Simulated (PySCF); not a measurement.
Atoms are numbered as in `[O:1]=[C:2]([F:3])[C:4]([F:5])([F:6])[F:7]`.

Geometry: PBE0-D3(BJ)/def2-SVP; GIAO shifts from PySCF, gas phase, non-relativistic, averaged over equivalent atoms.

At PBE0/def2-SVP (98 basis functions, 9 s wall time on 1 thread of an Arm Neoverse N1, shared host):
```
   atoms  δ (ppm)
      O1    431.3
      C2    149.3
      C4    116.1
      F3     33.8
F5/F6/F7    -72.7
```

Scale: H2O for $^{17}$O (σref 343.04); TMS for $^{13}$C (σref 193.72); $^{19}$F (σref 214.64) against CFCl3 (reference shieldings calculated alike).

**Question.** Predict the values at PBE0/def2-TZVP on the same geometry.

**Answer.** 
| atoms | δ at PBE0/def2-TZVP | change |
| --- | --- | --- |
| O1 | 445.6 | +14.3 |
| C2 | 156.1 | +6.8 |
| C4 | 120.5 | +4.4 |
| F3 | 20.9 | -12.9 |
| F5/F6/F7 | -83.7 | -11.0 |

Chemical shifts δ = σref − σ; $^{17}$O (σ = 332.57 ppm) against H2O; $^{13}$C (σ = 186.65 ppm) against TMS; CFCl3 for $^{19}$F (σ = 178.85 ppm), all at this level.

The largest change is at O1 (carbonyl oxygen). Cost: 217 basis functions, 30 s wall time on 1 thread of an Arm Neoverse N1, shared host.

Unscaled 19F shifts against computed CFCl3 carry errors that often reach 10 to 50 ppm. Unscaled 17O shifts of doubly bonded oxygen tend to come out too high, by tens of ppm or more. Experimental scales use liquid or dissolved standards, which lie at an offset from isolated H2O (liquid H2O: subtract about 36 ppm).
